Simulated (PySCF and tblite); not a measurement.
Values are calculated unless marked as measured or tabulated.
2 regioisomers of C₅H₇ClO₂:

```json
{"isomer": "A", "SMILES": "[O:1]=[C:2]1[CH2:3][C@H:4]([Cl:5])[CH2:6][CH2:7][O:8]1"}
{"isomer": "B", "SMILES": "[O:1]=[C:2]1[CH2:3][CH2:4][C@H:5]([Cl:6])[CH2:7][O:8]1"}
```

Each isomer is a Boltzmann average at 298.15 K over at most 5 conformers: GFN2-xTB geometries, energies PBE0/def2-SVP (IEF-PCM, dichloromethane) (D3(BJ) added where defined), GFN2-xTB thermal terms. Programs: PySCF with density fitting and tblite.

(1) Rank the isomers by free energy at 298.15 K.

## Answers

(1) 
```tsv
isomer	ΔG (kcal/mol)	ΔE, lowest conformer	conformers	largest weight %	rms dipole (D)
A	0.0	0.0	4	68	5.24
B	0.8	0.7	4	84	5.59
```

ΔG is for one enantiomer.
